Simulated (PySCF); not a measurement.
Record of a relaxation.

Species: C2H9GeNSi.
Numbering: `[CH3:1][Ge@H:2]1[CH2:3][SiH2:4][NH:5]1` (hydrogens: H6, H7, H8 on C1; H9 on Ge2; H10, H11 on C3; H12, H13 on Si4; H14 on N5)

Method: PySCF, PBE0-D3(BJ)/def2-SVP geometry optimisation, gas phase; density fitting, grid level 1; the optimiser is geomeTRIC in internal coordinates, started from a GFN2-xTB structure with every atom displaced at random (about 0.01 Å). The frame can shift and turn from step to step; on so coarse a grid that alone can change the energy by a few meV, and forces under 0.02 eV/Å are noise.

Step 0: E = -68080.5692 eV, largest atomic force 2.429 eV/Å
```
atom  x, y, z in Å  |  force x, y, z in eV/Å
C1      2.144   -0.071    0.792   -1.497   1.589  -1.065
Ge2     0.605   -0.579   -0.383    0.152   0.734   0.632
C3     -1.196   -0.911    0.407    0.705   0.777   0.734
Si4    -1.766    0.720   -0.390   -0.595  -0.779   0.443
N5     -0.248    0.896   -1.120    0.648   0.263  -0.188
H6      2.550   -0.907    1.277    0.832  -1.579   0.852
H7      1.780    0.643    1.548   -0.005  -0.086  -0.017
H8      2.917    0.450    0.204   -0.052  -0.177  -0.062
H9      1.089   -1.484   -1.489    0.188  -0.588  -0.394
H10    -1.682   -1.805    0.074   -0.446  -0.866  -0.448
H11    -1.203   -0.921    1.510    0.056   0.023  -0.051
H12    -2.879    0.527   -1.346   -0.402   0.058  -0.187
H13    -2.165    1.766    0.583   -0.125   0.230   0.195
H14     0.046    1.661   -1.690    0.540   0.401  -0.444
```

Step 1: E = -68080.7605 eV, largest atomic force 0.525 eV/Å
```
atom  x, y, z in Å  |  force x, y, z in eV/Å
C1      2.006   -0.046    0.875    0.312  -0.366   0.208
Ge2     0.648   -0.525   -0.431    0.099  -0.138  -0.162
C3     -1.114   -0.912    0.370   -0.168  -0.159  -0.136
Si4    -1.746    0.685   -0.444   -0.073   0.069   0.060
N5     -0.193    0.953   -1.184   -0.076  -0.037   0.046
H6      2.419   -0.943    1.389   -0.192   0.313  -0.240
H7      1.567    0.615    1.634   -0.050   0.048   0.020
H8      2.842    0.483    0.396    0.043   0.023  -0.022
H9      1.194   -1.526   -1.502   -0.100   0.166   0.227
H10    -1.596   -1.844    0.025    0.092   0.165  -0.011
H11    -1.112   -0.916    1.470    0.041   0.045   0.019
H12    -2.901    0.513   -1.387    0.030  -0.039  -0.026
H13    -2.177    1.740    0.536    0.016  -0.022  -0.005
H14     0.158    1.706   -1.763    0.026  -0.067   0.021
```

Step 2: E = -68080.7719 eV, largest atomic force 0.106 eV/Å
```
atom  x, y, z in Å  |  force x, y, z in eV/Å
C1      2.021   -0.046    0.874    0.087  -0.049   0.036
Ge2     0.646   -0.522   -0.422    0.029   0.029   0.041
C3     -1.122   -0.909    0.368   -0.059  -0.054   0.004
Si4    -1.755    0.685   -0.445   -0.031   0.021   0.022
N5     -0.198    0.951   -1.175   -0.037   0.032   0.005
H6      2.422   -0.943    1.375   -0.047   0.045  -0.049
H7      1.587    0.619    1.635    0.003   0.005  -0.011
H8      2.859    0.477    0.389   -0.014  -0.004  -0.007
H9      1.187   -1.515   -1.476   -0.006  -0.022   0.011
H10    -1.596   -1.836    0.014    0.021   0.016  -0.024
H11    -1.122   -0.913    1.468    0.010   0.014   0.001
H12    -2.899    0.501   -1.398    0.015  -0.016  -0.015
H13    -2.194    1.738    0.532    0.002  -0.006  -0.002
H14     0.158    1.700   -1.755    0.026  -0.011  -0.012
```

Step 3: E = -68080.7738 eV, largest atomic force 0.057 eV/Å
```
atom  x, y, z in Å  |  force x, y, z in eV/Å
C1      2.030   -0.046    0.874   -0.003   0.041  -0.018
Ge2     0.645   -0.517   -0.413   -0.005   0.044   0.036
C3     -1.128   -0.908    0.369   -0.007   0.004   0.021
Si4    -1.762    0.685   -0.446   -0.004  -0.012  -0.004
N5     -0.201    0.955   -1.168   -0.004   0.025   0.014
H6      2.424   -0.946    1.367    0.008  -0.036   0.016
H7      1.606    0.623    1.637    0.013   0.000  -0.003
H8      2.867    0.471    0.380   -0.009  -0.006  -0.007
H9      1.184   -1.514   -1.462   -0.001  -0.036  -0.019
H10    -1.595   -1.835    0.008    0.004  -0.014  -0.017
H11    -1.132   -0.912    1.469   -0.003   0.001  -0.003
H12    -2.895    0.490   -1.410    0.005  -0.003  -0.005
H13    -2.210    1.737    0.527   -0.004  -0.002  -0.001
H14     0.159    1.701   -1.749    0.010  -0.006  -0.008
```

Step 4: E = -68080.7748 eV, largest atomic force 0.068 eV/Å
```
atom  x, y, z in Å  |  force x, y, z in eV/Å
C1      2.039   -0.045    0.874   -0.040   0.046  -0.030
Ge2     0.642   -0.511   -0.403   -0.007   0.021   0.011
C3     -1.133   -0.906    0.371    0.018   0.027   0.017
Si4    -1.768    0.685   -0.449    0.010  -0.028  -0.021
N5     -0.203    0.961   -1.161    0.020   0.015   0.023
H6      2.428   -0.949    1.362    0.024  -0.039   0.029
H7      1.629    0.629    1.639    0.011  -0.001   0.003
H8      2.875    0.463    0.369    0.002  -0.006  -0.004
H9      1.179   -1.515   -1.449   -0.008  -0.017  -0.015
H10    -1.592   -1.834    0.003   -0.002  -0.016  -0.003
H11    -1.144   -0.911    1.471   -0.010  -0.007  -0.003
H12    -2.891    0.480   -1.423   -0.003   0.006   0.001
H13    -2.228    1.735    0.519   -0.007   0.001  -0.002
H14     0.161    1.704   -1.743   -0.006  -0.002  -0.006
```

Step 5: E = -68080.7753 eV, largest atomic force 0.038 eV/Å
```
atom  x, y, z in Å  |  force x, y, z in eV/Å
C1      2.045   -0.045    0.874   -0.030   0.017  -0.016
Ge2     0.640   -0.506   -0.395   -0.001  -0.004  -0.004
C3     -1.137   -0.904    0.374    0.020   0.023   0.004
Si4    -1.772    0.683   -0.452    0.009  -0.024  -0.022
N5     -0.203    0.965   -1.154    0.024   0.009   0.028
H6      2.432   -0.951    1.362    0.015  -0.012   0.016
H7      1.647    0.634    1.641    0.004   0.001   0.002
H8      2.880    0.456    0.360    0.006  -0.005  -0.001
H9      1.173   -1.516   -1.440   -0.012   0.000  -0.007
H10    -1.589   -1.834    0.001   -0.003  -0.008   0.007
H11    -1.155   -0.910    1.473   -0.010  -0.006  -0.001
H12    -2.886    0.472   -1.434   -0.004   0.007   0.003
H13    -2.243    1.733    0.511   -0.006   0.002  -0.002
H14     0.163    1.707   -1.737   -0.012  -0.001  -0.007
```

Step 6: E = -68080.7756 eV, largest atomic force 0.032 eV/Å
```
atom  x, y, z in Å  |  force x, y, z in eV/Å
C1      2.049   -0.044    0.874   -0.006  -0.009   0.000
Ge2     0.639   -0.504   -0.389    0.006  -0.017  -0.008
C3     -1.139   -0.902    0.375    0.012   0.008  -0.006
Si4    -1.774    0.682   -0.456    0.003  -0.010  -0.014
N5     -0.202    0.968   -1.149    0.017   0.007   0.027
H6      2.435   -0.952    1.363    0.001   0.009   0.001
H7      1.659    0.639    1.642   -0.003   0.003  -0.001
H8      2.884    0.450    0.355    0.005  -0.002   0.002
H9      1.167   -1.517   -1.434   -0.010   0.009  -0.002
H10    -1.587   -1.834    0.001   -0.002  -0.001   0.010
H11    -1.164   -0.908    1.475   -0.005   0.000   0.001
H12    -2.883    0.466   -1.444   -0.003   0.004   0.001
H13    -2.255    1.731    0.503   -0.004   0.001  -0.003
H14     0.164    1.709   -1.732   -0.011  -0.002  -0.008
```

Step 7: E = -68080.7758 eV, largest atomic force 0.025 eV/Å
```
atom  x, y, z in Å  |  force x, y, z in eV/Å
C1      2.051   -0.045    0.875    0.012  -0.018   0.009
Ge2     0.639   -0.503   -0.386    0.007  -0.018  -0.007
C3     -1.140   -0.901    0.377    0.000  -0.008  -0.011
Si4    -1.775    0.680   -0.460   -0.002   0.003  -0.004
N5     -0.200    0.971   -1.144    0.007   0.009   0.022
H6      2.436   -0.951    1.367   -0.008   0.015  -0.006
H7      1.665    0.642    1.641   -0.006   0.003  -0.003
H8      2.887    0.445    0.352    0.001   0.001   0.002
H9      1.163   -1.517   -1.432   -0.005   0.009   0.000
H10    -1.585   -1.834    0.003   -0.001   0.003   0.009
H11    -1.169   -0.905    1.476    0.002   0.005   0.002
H12    -2.879    0.462   -1.452    0.001  -0.001  -0.001
H13    -2.264    1.730    0.495   -0.002   0.000  -0.002
H14     0.165    1.711   -1.729   -0.006  -0.004  -0.009
```

Question: Summarise the path.

Answer: The energy falls by 4.77 kcal/mol from step 0 to step 7; nine tenths of that is first reached at step 1. It falls at every step. The largest force goes from 2.429 to 0.025 eV/Å. Among the bonds C1–Ge2 changes most, from 2.001 to 1.948 Å; the atoms move by 0.070 Å rms after alignment.

Question: Follow the three bonds and two angles with the largest change from start to end.

Answer: 
| step | E above end (kcal/mol) | largest force (eV/Å) | C1–Ge2 (Å) | C1–H6 (Å) | Si4–N5 (Å) | Si4–N5–H14 (°) | N5–Ge2–H9 (°) |
| --- | --- | --- | --- | --- | --- | --- | --- |
| 0 | 4.77 | 2.429 | 2.001 | 1.049 | 1.694 | 126.1 | 109.4 |
| 1 | 0.35 | 0.525 | 1.944 | 1.114 | 1.741 | 131.8 | 112.9 |
| 2 | 0.09 | 0.106 | 1.948 | 1.103 | 1.740 | 132.0 | 113.1 |
| 3 | 0.05 | 0.057 | 1.948 | 1.099 | 1.741 | 132.2 | 113.2 |
| 4 | 0.02 | 0.068 | 1.949 | 1.099 | 1.741 | 132.5 | 113.3 |
| 5 | 0.01 | 0.038 | 1.948 | 1.100 | 1.741 | 132.6 | 113.4 |
| 6 | 0.00 | 0.032 | 1.948 | 1.101 | 1.741 | 132.6 | 113.4 |
| 7 | 0.00 | 0.025 | 1.948 | 1.101 | 1.741 | 132.5 | 113.4 |

What follows is the cost of the whole optimisation. On one thread of an Arm Neoverse V1, no GPU, shared host with 32 logical CPUs at a one-minute load of 30, this took 75 s and 0.55 GiB of memory at its peak.
